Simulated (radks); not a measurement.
Coulomb parameter of the 3d shell of the cobalt ion Co3+ in the model configuration [Ar] 3d4 4p2, as a second difference U = [E(n + 0.5) + E(n - 0.5) - 2 E(n)] / (0.5)^2 with all orbitals relaxed. "Bare": the charge of the atom changes with n. "Screened": the 4p shell takes up the change at fixed total charge, which measures U(3d,3d) + U(4p,4p) - 2 U(3d,4p). Calculated with a radial shooting solver on a logarithmic mesh with Libxc functionals: scalar-relativistic Kohn-Sham, PBE, spin-unpolarised, spherical densities, finite nucleus; Fermi nuclear charge, rms radius 3.7875 fm.

\begin{tabular}{lrr}
case & configuration & E - E(n) (eV) \\ \hline
start & [Ar] 3d4 4p2 & 0.000 \\
bare +0.5 & [Ar] 3d4.5 4p2 & -29.110 \\
bare -0.5 & [Ar] 3d3.5 4p2 & 34.490 \\
screened +0.5 & [Ar] 3d4.5 4p1.5 & -15.665 \\
screened -0.5 & [Ar] 3d3.5 4p2.5 & 17.437 \\
\end{tabular}

U(bare) = 21.519 eV, U(screened by 4p) = 7.090 eV, against the Slater integral F0(3d,3d) = 29.477 eV with frozen orbitals.
